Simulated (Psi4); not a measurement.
ClCs (SMILES [Cl][Cs]), singlet, at a GFN2-xTB geometry (such geometries of metal compounds can be far from the true shape) (core potentials on Cs). Base run: HF/def2-SV(P) (Psi4 1.11).

The Psi4 input:
```
memory 2 GB

molecule {
0 1
  Cs   -0.00000000   -0.00000000   -0.68024263
  Cl    0.00000000    0.00000000    2.20078499
}

set basis def2-sv(p)
set stability_analysis check
set scf_type pk

energy('scf')
print_variables()
```

The bond that is stretched is that between atoms 2 and 1. A test that says stable can miss a lower solution.

Each row names what was changed in the base input (with any setting that the change needs).

| change | ΔE vs base (mEh) | <S^2> |
|---|---|---|
| base | 0.000 | 0.000 |
| stability_analysis = follow; reference = uhf | 0.000 | 0.000 |
| bond × 1.25 | 15.481 | 0.000 |
| stability_analysis = follow; reference = uhf; bond × 1.25 | 15.481 | 0.000 |
| bond × 1.5 | 47.096 | 0.000 |
| stability_analysis = follow; reference = uhf; bond × 1.5 | 47.096 | 0.000 |
| bond × 1.8 | 75.913 | 0.000 |
| stability_analysis = follow; reference = uhf; bond × 1.8 | 75.913 | 0.000 |
| bond × 2.2 | 101.8 | 0.000 |
| stability_analysis = follow; reference = uhf; bond × 2.2 | 101.8 | 0.000 |
| bond × 3.0 | 131.0 | 0.000 |
| stability_analysis = follow; reference = uhf; bond × 3.0 | 131.0 | 0.000 |

Where a bond breaks into two radicals, a solution with restricted orbitals usually stops being the lowest and lies too high; an unrestricted one lies lower at the price of spin contamination, which <S^2> shows.
